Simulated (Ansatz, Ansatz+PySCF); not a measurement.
```yaml
atoms:
  - { symbol: C, position_ang: [0.0000, 0.0000, 0.0000] }
  - { symbol: H, position_ang: [0.9813, 0.0000, 0.0000] }
  - { symbol: H, position_ang: [-0.5452, 0.9443, 0.0000] }
  - { symbol: H, position_ang: [-0.5452, -0.9443, 0.0000] }
```

Basis set: STO-3G (spherical functions). Frozen core: 1 orbital. Correlation on ROHF uses semicanonical orbitals with singles. Charge 0, multiplicity 2.

Computed with Ansatz (development build ahead of 0.2.0); each method stands on the lowest determinant of its kind that the runs found.

Task: Give the atomization energy at this shape (free ground-state atoms in the same class of orbitals less the molecule, no zero-point energy) of doublet CH₃ by PBE0 (unrestricted), ROHF-CCSD(T), UHF-MP2, ROHF-MP2, UHF, ROHF.

Result:

```csv
method,atomization energy
PBE0 (unrestricted),15.73 eV
ROHF-CCSD(T),13.70 eV
UHF-MP2,13.47 eV
ROHF-MP2,13.43 eV
UHF,12.75 eV
ROHF,12.63 eV
```

Caution: the shape is not the minimum.

This basis has no polarisation functions and is too small for such energies, which can lie far from measured ones in either direction.
